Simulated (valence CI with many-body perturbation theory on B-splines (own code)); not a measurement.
## V XVII: configurations and terms from energies and g

Calculated by relativistic CI+MBPT: five valence electrons over a frozen Dirac-Fock core [He], radial functions for each j: 9 s, 9 p, 8 d, 6 f, 3 g, 1 h, with the one-electron correlation potential Σ1 (screened to all orders), the two-electron term Σ2, the three-electron term Σ3, Breit, model QED; selected single and double excitations, second order for the rest (own B-spline code, finite nucleus).

No measured levels were compared; by estimate levels of excited configurations hold to 0.05 to 0.15 % of their energy, terms of the ground configuration to about 0.5 %. Among the levels kept, up to 1900 cm⁻¹ of a level comes from second order outside the variational space, and about a tenth of that is noise between levels of different J, which matters for small intervals.

```tsv
No.	J	Parity	E (cm⁻¹)	g
1	3/2	odd	0	1.962
2	3/2	odd	121270	0.914
3	5/2	odd	140600	1.197
4	1/2	odd	211870	0.662
5	3/2	odd	240930	1.251
6	5/2	even	627710	1.592
7	3/2	even	666340	1.727
8	1/2	even	681750	2.652
9	3/2	even	867470	0.814
10	5/2	even	873440	1.203
11	1/2	even	1000700	1.778
12	3/2	even	1039600	1.319
13	1/2	even	1094100	0.900
14	3/2	odd	1637300	1.331
```

Energies count from the lowest level. Strongly mixed levels and levels close to another of their J and parity are left out, so the numbers can have gaps.

Give configuration and LS term of each level.

1: 2s²2p³ ⁴S°; 2: 2s²2p³ ²D°; 3: 2s²2p³ ²D°; 4: 2s²2p³ ²P°; 5: 2s²2p³ ²P°; 6: 2s2p⁴ ⁴P; 7: 2s2p⁴ ⁴P; 8: 2s2p⁴ ⁴P; 9: 2s2p⁴ ²D; 10: 2s2p⁴ ²D; 11: 2s2p⁴ ²S; 12: 2s2p⁴ ²P; 13: 2s2p⁴ ²P; 14: 2p⁵ ²P°.
